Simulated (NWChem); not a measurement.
System: BGeH3Cl2; SMILES Cl[B](Cl)[GeH3]

Input file for NWChem:

```
start job
memory heap 200 mb stack 900 mb global 1100 mb
geometry units angstroms noautoz
  B     -0.003521     0.574893    -0.011243
  Cl    -1.492815     1.489963     0.007581
  Cl     1.509851     1.451772     0.008426
  Ge    -0.009315    -1.495446    -0.006527
  H      0.268100    -1.985681     1.428897
  H     -1.365593    -2.063292    -0.458848
  H      1.103715    -2.047186    -0.915479
end
basis spherical
  * library aug-pcseg-1
end
dft
  xc hfexch
  iterations 150
  mulliken
end
task dft energy
```

The geometry was optimised at PBE0/def2-SVP.

### Question
What results follow from this input? (Hartree-Fock/aug-pcseg-1.) Quantities: basis functions; energy (Ha); highest occupied level (eV); orbital gap (eV); dipole (D).

### Answer
```json
{
  "number_of_basis_functions": "140",
  "energy (Ha)": "-3020.52",
  "highest occupied level (eV)": "-11.28",
  "orbital gap (eV)": "12.12",
  "dipole (D)": "0.67"
}
```
